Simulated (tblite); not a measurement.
Species: C₆H₅F₂O (doublet state).
Structure used (GFN2-xTB), in Å, numbered top down from 1:
```xyz
14
C6H5F2O angstrom
O      2.6283    0.2944    0.2466
C      1.2861    0.1723    0.1154
C      0.6149   -1.0539    0.3088
F      1.3973   -2.1185    0.6413
C     -0.7213   -1.2178    0.1834
C     -1.6107   -0.0769   -0.1792
C     -0.8291    1.1780   -0.3630
F     -1.5672    2.2595   -0.6943
C      0.5100    1.2971   -0.2286
H      3.0070   -0.5628    0.4866
H     -1.1664   -2.1850    0.3446
H     -2.3792    0.0734    0.5958
H     -2.1729   -0.3038   -1.0992
H      1.0024    2.2434   -0.3801
```

The geometry is computed with GFN2-xTB (gas phase). This method treats the open shell by occupation alone, without spin polarisation.

Take the most abundant isotopes and a rigid rotor. The values belong to one conformer with, in the numbering `[OH:1][C:2]1=[C:3]([F:4])[CH:5][CH2:6][C:7]([F:8])=[CH:9]1`, H–O1–C2–C3 0°.

**Question.** What are A, B and C (cm⁻¹)?

**Answer.** Ia = 167.91, Ib = 402.80, Ic = 567.63 u·Å²; 505379 MHz·u·Å²/I gives 3010, 1255 and 890.3 MHz, that is A = 0.10040, B = 0.04185, C = 0.02970 cm⁻¹.

**Question.** What kind of rotor is it?

**Answer.** An asymmetric top: κ = (2 × 1255 − 3010 − 890.3)/(3010 − 890.3) = -0.66.

**Question.** Is it planar, by Δ = Ic − Ia − Ib?

**Answer.** Not planar: Δ = Ic − Ia − Ib = -3.08 u·Å². For a rigid frame Δ = −2 Σ m c², so Σ m c² = 1.54 u·Å² lies off the ab plane, practically all of it from hydrogen. The atom farthest from that plane is 0.88 Å away.

**Question.** Give the other two planar moments, Paa and Pbb, and the rms extents of the mass along the axes.

**Answer.** Paa = Σ m a² = (Ib + Ic − Ia)/2 = 401.26 and Pbb = Σ m b² = (Ia + Ic − Ib)/2 = 166.37 u·Å². With the mass M = 131.03 u, the rms extents √(P/M) along a, b and c are 1.75, 1.13, 0.11 Å.

**Question.** List the rotational levels J(Ka,Kc) to J = 3 (K).

**Answer.** Above 0(0,0), as E/k:
J = 1: 1(0,1) 0.103, 1(1,1) 0.187, 1(1,0) 0.205
J = 2: 2(0,2) 0.306, 2(1,2) 0.376, 2(1,1) 0.428, 2(2,1) 0.681, 2(2,0) 0.683
J = 3: 3(0,3) 0.606, 3(1,3) 0.657, 3(1,2) 0.761, 3(2,2) 0.990, 3(2,1) 1.002, 3(3,1) 1.456, 3(3,0) 1.456
Those of J = 1 are B + C, A + C and A + B.

**Question.** Estimate the classical rotational partition function at 100 K, 200 K and 500 K.

**Answer.** Point group Cs, symmetry number σ = 1; q = (√π/σ)·√((kT/h)³/(ABC)), k/h = 20836.6 MHz/K: 91900 at 100 K, 260000 at 200 K, 1030000 at 500 K.

For this open shell read J as N, the rotation without spin; fine and hyperfine splittings come on top. Its GFN2-xTB frequencies are all real (lowest 91 cm⁻¹). Zero-point vibration and centrifugal distortion are left out.
